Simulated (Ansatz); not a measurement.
Total energies of C$_{2}$H$_{7}$AlZn (`[CH3][Zn][CH2][AlH2]`).

```xyz
11

C     2.0623    0.6529    1.3450
Zn    0.5799   -0.2046    0.4313
C    -0.9017   -1.0824   -0.4793
Al   -2.0223    0.1555   -1.4277
H     3.0198    0.2990    0.9544
H     2.0372    0.4401    2.4167
H     2.0272    1.7378    1.2167
H    -1.4439   -1.6137    0.3120
H    -0.4297   -1.8136   -1.1462
H    -3.2416    0.8683   -0.6919
H    -1.6873    0.5607   -2.9309
```

Charge 0, multiplicity 1. For Zn the d shell is correlated and the shells below it are frozen. Scalar relativity is left out up to krypton. Geometry: relaxed with PBE0-D4/def2-TZVP. It is one conformer, not always the lowest. Basis def2-TZVPP, the Gaussian-basis code of Ansatz.

RPA on PBE orbitals: Hartree–Fock energy of these orbitals -2099.47288 Eh, correlation -1.44053 Eh (frozen core).

```json
{"functional": "LC-ωPBE", "energy without D4 (Eh)": "-2101.91009", "D4 term (kJ/mol)": "–"}
{"functional": "PBE-QIDH", "energy without D4 (Eh)": "-2101.45656", "D4 term (kJ/mol)": "–"}
```

(1) Give the same for LDA (SPW92), PBE, revPBE, BLYP, r2SCAN, B97M-V, PBE0, B3LYP, r2SCANh, r2SCAN0, HSE06 (plane-wave form), BHLYP, CAM-B3LYP, ωB97X-V, ωB97M-V, B2PLYP. (Estimate.)

B3LYP takes the VWN-RPA correlation (the form of Gaussian; ORCA's B3LYP/G). HSE06 is the plane-wave form, built on full-range PBE exchange. The double hybrids freeze the cores in their second-order part.

Results:

(1) Computed: 
```tsv
functional	energy without D4 (Eh)	D4 term (kJ/mol)
LDA (SPW92)	-2097.54024	–
PBE	-2101.74379	-18.0
revPBE	-2102.07273	-52.5
BLYP	-2102.30696	-39.1
r2SCAN	-2102.17636	-4.5
B97M-V	-2101.86438	–
PBE0	-2101.80158	-15.3
B3LYP	-2102.35476	-29.2
r2SCANh	-2102.15543	-4.8
r2SCAN0	-2102.12583	-5.3
HSE06 (plane-wave form)	-2101.78827	-14.4
BHLYP	-2102.17316	-23.8
CAM-B3LYP	-2102.33780	-15.7
ωB97X-V	-2102.03785	–
ωB97M-V	-2102.09810	–
B2PLYP	-2101.79219	–
```

LC-ωPBE has ω = 0.4 bohr⁻¹.
